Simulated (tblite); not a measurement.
Species: C5H9F3P2.
Z-matrix (Å and degrees, GFN2-xTB geometry), rows numbered from 1:
```
C 
P   1  1.8423
C   2  1.8656  1   99.62
C   3  1.5233  2  112.58  1    70.85
P   4  1.8607  3  115.30  2    50.98
C   2  1.8451  1   96.98  3   -97.58
F   6  1.3454  2  119.02  1   -13.44
C   6  1.3272  2  121.43  1   173.30
F   8  1.3245  6  127.94  2   177.05
F   8  1.3306  6  121.17  2    -5.58
H   1  1.0888  2  108.84  3   166.31
H   1  1.0888  2  108.55  3   -75.96
H   1  1.0894  2  111.46  3    45.31
H   3  1.0958  2  109.53  1   -51.96
H   3  1.0935  2  106.67  1  -169.03
H   4  1.0942  3  111.00  2   -70.78
H   4  1.0956  3  109.29  2   171.74
H   5  1.3948  4   95.46  3    34.08
H   5  1.3975  4   95.53  3   -58.27
```

Computed with GFN2-xTB (tblite): harmonic, unscaled wavenumbers at the GFN2-xTB geometry, gas phase. Errors from tens to a few hundred cm⁻¹ against measured bands are possible. Modes of hydrogen on phosphorus can be 10 to 20 % off. One conformer, not necessarily the lowest.

Harmonic wavenumbers (cm⁻¹): 26.5, 40.2, 78.8, 92.5, 122.7, 167.3, 182.1, 198.4, 218.8, 229.3, 270.2, 300.8, 361.6, 375.6, 438.4, 455.2, 477.0, 634.3, 648.8, 677.0, 719.6, 751.4, 791.0, 866.6, 875.2, 906.1, 951.9, 983.2, 1045.7, 1101.4, 1134.7, 1145.5, 1153.2, 1189.9, 1260.2, 1268.1, 1317.8, 1424.7, 1431.0, 1443.0, 1456.4, 1729.8, 2241.4, 2317.3, 2909.1, 2927.9, 2952.8, 2957.7, 2992.2, 3011.1, 3016.5.

A = 1623, B = 513.1, C = 428.1 MHz; mass 188.013 u (most abundant isotopes); point group C1, symmetry number 1.

Problem. Zero-point energy?

Solution. Half the sum of the wavenumbers: 28134 cm⁻¹ = 80.44 kcal/mol.

Problem. What is S at 350 K and 1 bar for an ideal gas of classical rigid rotors and harmonic oscillators?

Solution. Translation 42.42, rotation 31.66, vibration 49.91: S = 124.0 cal/(mol K).

Problem. And Cp and H(350 K) − H(0)?

Solution. Cp = 52.42 cal/(mol K), of which vibrations give 44.48 (their classical limit is 51 R = 101.3); H(350 K) − H(0) = 11.38 kcal/mol without the zero-point energy, 8.60 from vibrations.

Problem. Which modes carry the vibrational entropy at 350 K?

Solution. 26.5 cm⁻¹: 6.39; 40.2 cm⁻¹: 5.57; 78.8 cm⁻¹: 4.24; 92.5 cm⁻¹: 3.92; 122.7 cm⁻¹: 3.37; 167.3 cm⁻¹: 2.77 cal/(mol K); the other 45 give 23.66 together.

Problem. What must be added to the electronic energy to get the Gibbs energy at 350 K and 1 bar?

Solution. ZPE + [H(350 K) − H(0)] − T·S = 80.44 + 11.38 − 43.40 = 48.42 kcal/mol.

Problem. Blend soft modes into free rotors: weight 1/[1 + (100 cm⁻¹/ν̃)⁴] for the oscillator and the rest for a rotor with moment μB/(μ + B), μ = h/(8π²ν), B = 10⁻⁴⁴ kg m². What vibrational entropy results?

Solution. 44.86 cal/(mol K) in place of 49.91, which changes −T·S at 350 K by +1.77 kcal/mol.

Hindered rotation and anharmonicity are outside this model. Other conformers, if any are populated, would add a mixing term that is left out. The structure is chiral; the term R ln 2 for an equal mix with its mirror image is left out.

The run took 0.96 s wall on one thread, Arm Neoverse V1 (aarch64), no GPU (shared host). This covers the Hessian and the dipole derivatives.
